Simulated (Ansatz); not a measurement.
C$_{3}$H$_{4}$F$_{2}$ (SMILES FC1(F)CC1), singlet, at a GFN2-xTB geometry; HF/def2-TZVPPD in Ansatz (a quantum-chemistry and plane-wave program).

Here is a job for Ansatz.
Ansatz 0.2 input:
```yaml
crystal:
  periodic: [false, false, false]
  atoms:
    - {symbol: F, position_ang: [1.04342511, 0.10444031, -1.01913213]}
    - {symbol: C, position_ang: [0.18130281, 0.00202881, 0.01225280]}
    - {symbol: F, position_ang: [0.89889824, -0.08270537, 1.15039811]}
    - {symbol: C, position_ang: [-1.07912024, -0.76741052, -0.13808493]}
    - {symbol: C, position_ang: [-1.10471154, 0.74297306, -0.00950266]}
    - {symbol: H, position_ang: [-1.40512743, -1.35901423, 0.70268632]}
    - {symbol: H, position_ang: [-1.28484478, -1.20326203, -1.10290762]}
    - {symbol: H, position_ang: [-1.44802340, 1.17268075, 0.91821508]}
    - {symbol: H, position_ang: [-1.32774075, 1.32843295, -0.88737886]}
basis:
  gaussian:
    orbitals: def2-TZVPPD.json
hamiltonian:
  xc: hf
```
The basis file holds def2-TZVPPD in the JSON format of the Basis Set Exchange.

It wrote (shortened):

```
Functional definition: HF
1446 factors; their error is unknown
mean field evaluation 1: about -8565.6486 eV, gradient 3.8e1 eV
mean field evaluation 2: about -8568.2299 eV, gradient 1.8e1 eV
mean field evaluation 4: about -8568.7604 eV, gradient 1.1e0 eV
mean field evaluation 8: about -8568.8612 eV, gradient 7.4e-1 eV
mean field -8568.86190505 eV, -314.8998668274 hartree, gradient 3.5e-5 eV, S^2 0.000000; 0 other end points of the search recorded, 0 dependent functions left out
reference -8568.86190505 eV, -314.8998668274 hartree; 20, 20 occupied and 239, 239 virtual orbitals, 1446 factors
Total energy: -8568.86190505 eV, -314.8998668274 hartree
```
